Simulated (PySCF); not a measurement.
Below is a simulated gas-phase Si 2p photoelectron spectrum of `C(O[SiH2][PH3+])(C)C`.

Every computed line was given a Gaussian of 0.5 eV full width at half maximum and an area set by the number of equivalent atoms (split 2:1 within a doublet); the highest printed point is 100. Computed with delta-SCF UKS SCAN, pcX-2 on the ionised atom, pcseg-1 elsewhere, spin-free X2C in PySCF.

binding energy (eV), intensity and a bar:
```
    111.8          0 
    111.9          1 
    112.0          4 #
    112.1         12 ####
    112.2         29 #########
    112.3         55 ################
    112.4         83 #########################
    112.5        100 ##############################
    112.6         98 #############################
    112.7         79 ########################
    112.8         58 #################
    112.9         46 ##############
    113.0         46 ##############
    113.1         51 ###############
    113.2         51 ###############
    113.3         42 ############
    113.4         28 ########
    113.5         15 ####
    113.6          6 ##
    113.7          2 #
    113.8          1 
    113.9          0
```

Count the maxima, the lines and the sites behind this envelope.

The curve has 2 maxima (at 112.5 and 113.1 eV). Under it lie 2 lines from 1 inequivalent silicon site, drawn as a 2p3/2, 2p1/2 pair.

Decompose the envelope and assign each component. Numbering: `[CH3:1][CH:2]([CH3:3])[O:4][SiH2:5][PH3+:6]`.

```tsv
position (eV)	relative area	line	atoms	environment
112.54	0.67	Si 2p3/2	Si5	oxygen-bound silicon
113.17	0.33	Si 2p1/2	Si5	oxygen-bound silicon
```

Shake-up satellites, vibrational structure and lifetime widths aren't simulated. Spin–orbit and ligand-field terms were added within each 2p shell after the spin-free SCF. 2p1/2 minus 2p3/2 (ligand field included): Si 0.63 eV. The species carries charge +1, so core ionisation leaves charge +2. One conformer (not necessarily the lowest) at the PBE0-D3(BJ)/def2-SVP geometry, without solvent, vibrations or thermal averaging.

Conformer computed: `[CH3:1][CH:2]([CH3:3])[O:4][SiH2:5][PH3+:6]`: C1–C2–O4–Si5 -28°, C2–O4–Si5–P6 -172°.
